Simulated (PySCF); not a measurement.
Correlation energy of W⁺ (tungsten, charge +1)

[Xe] 4f14 5d3 6s2, high-spin 4F determinant (an excited configuration). Computed with PySCF 2.14 in aug-cc-pVTZ-PP with one added diffuse shell each of s, p, d, f, g type with ECP60MDF (7s7p6d4f3g, 113 functions), with scalar relativity through the core potential. Frozen: 5s2 5p6; 5 electrons correlated.

MP2 pair energies summed by pair of shells (mhartree):

```csv
pair,energy,share (%)
5d-6s,-38.85,52.4
6s-6s,-21.22,28.6
5d-5d,-14.08,19.0
```

Total MP2 correlation energy: -74.15 mhartree.

Same-spin part -27.45 and opposite-spin part -46.70 mhartree; SCS-MP2 scales them by 1/3 and 6/5 to -65.19 mhartree.
